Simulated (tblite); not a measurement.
C₄H₁₂FSi₂ (doublet state).
Numbering: `[CH3:1][C:2]([CH3:3])([CH2:4][F:5])[SiH:6][SiH3:7]` (hydrogens: H8, H9, H10 on C1; H11, H12, H13 on C3; H14, H15 on C4; H16 on Si6; H17, H18, H19 on Si7)

Structure used (GFN2-xTB), in Å, numbered top down from 1:
```xyz
19
C4H12FSi2 angstrom
C     -0.742   -1.066   -1.186
C     -0.602    0.165   -0.294
C     -1.622    1.223   -0.708
C     -0.878   -0.262    1.143
F     -0.516    0.732    2.029
Si     1.201    0.879   -0.353
Si     2.769   -0.420    0.689
H     -0.006   -1.825   -0.925
H     -0.597   -0.793   -2.228
H     -1.734   -1.508   -1.086
H     -1.412    1.584   -1.713
H     -1.591    2.070   -0.026
H     -2.632    0.811   -0.695
H     -0.290   -1.145    1.418
H     -1.942   -0.460    1.320
H      1.060    2.308   -0.024
H      2.809   -0.548    2.152
H      2.623   -1.799    0.194
H      4.092    0.064    0.285
```

All values are computed: GFN2-xTB (tblite) harmonic vibrations without scaling, gas phase. Against measured fundamentals such values can be off by several per cent, at times by over 20. Modes of hydrogen on silicon can be 10 to 20 % off. One conformer, not necessarily the lowest. Open shells enter through the occupations alone, without spin polarisation, and single modes of such species can be off by tens of per cent.

Harmonic wavenumbers (cm⁻¹): 38.3, 74.4, 89.5, 108.9, 174.4, 218.9, 239.4, 245.6, 293.4, 343.3, 345.4, 365.9, 434.9, 465.3, 496.2, 504.6, 598.7, 650.4, 786.9, 800.7, 854.5, 886.3, 943.1, 971.8, 980.7, 1025.9, 1034.5, 1175.0, 1188.0, 1214.8, 1252.7, 1328.6, 1411.7, 1425.9, 1459.8, 1496.8, 1502.2, 1507.5, 1511.9, 2152.0, 2166.5, 2185.8, 2223.8, 2916.6, 2937.4, 2990.0, 2995.1, 3019.8, 3028.1, 3034.9, 3037.8.

A = 2277, B = 1166, C = 1025 MHz; mass 135.046 u (most abundant isotopes); point group C1, symmetry number 1; spin multiplicity 2.

Zero-point energy?

½Σν̃ = 31567 cm⁻¹ = 90.26 kcal/mol.

What is S at 500 K and 1 bar for an ideal gas of classical rigid rotors and harmonic oscillators?

Translation 43.21, rotation 30.70, vibration 56.52, spin (R ln 2) 1.38: S = 131.8 cal/(mol K).

And Cp and H(500 K) − H(0)?

Cp = 59.41 cal/(mol K), of which vibrations give 51.46 (their classical limit is 51 R = 101.3); H(500 K) − H(0) = 18.15 kcal/mol without the zero-point energy, 14.17 from vibrations.

What must be added to the electronic energy to get the Gibbs energy at 500 K and 1 bar?

ZPE + [H(500 K) − H(0)] − T·S = 90.26 + 18.15 − 65.90 = 42.51 kcal/mol.

How do the functions run with temperature in this model?

| T (K) | S (cal/(mol K)) | Cp (cal/(mol K)) | H − H(0) (kcal/mol) | G − H(0) (kcal/mol) | ln q(vib) |
| --- | --- | --- | --- | --- | --- |
| 100 | 72.5 | 20.7 | 1.39 | -5.86 | 2.07 |
| 200 | 90.7 | 32.6 | 4.08 | -14.06 | 5.17 |
| 300 | 105.9 | 42.7 | 7.85 | -23.91 | 8.27 |
| 800 | 163.7 | 76.1 | 38.68 | -92.25 | 22.27 |
| 1000 | 181.5 | 83.6 | 54.69 | -126.81 | 27.16 |

q(vib) and H(0) count from the zero-point level.

Which modes carry the vibrational entropy at 500 K?

38.3 cm⁻¹: 6.37; 74.4 cm⁻¹: 5.05; 89.5 cm⁻¹: 4.69; 108.9 cm⁻¹: 4.30; 174.4 cm⁻¹: 3.38; 218.9 cm⁻¹: 2.94 cal/(mol K); the other 45 give 29.79 together.

Blend soft modes into free rotors: weight 1/[1 + (100 cm⁻¹/ν̃)⁴] for the oscillator and the rest for a rotor with moment μB/(μ + B), μ = h/(8π²ν), B = 10⁻⁴⁴ kg m². What vibrational entropy results?

52.21 cal/(mol K) in place of 56.52, which changes −T·S at 500 K by +2.16 kcal/mol.

Hindered rotation and anharmonicity are outside this model. Other conformers, if any are populated, would add a mixing term that is left out. The structure is chiral; the term R ln 2 for an equal mix with its mirror image is left out.
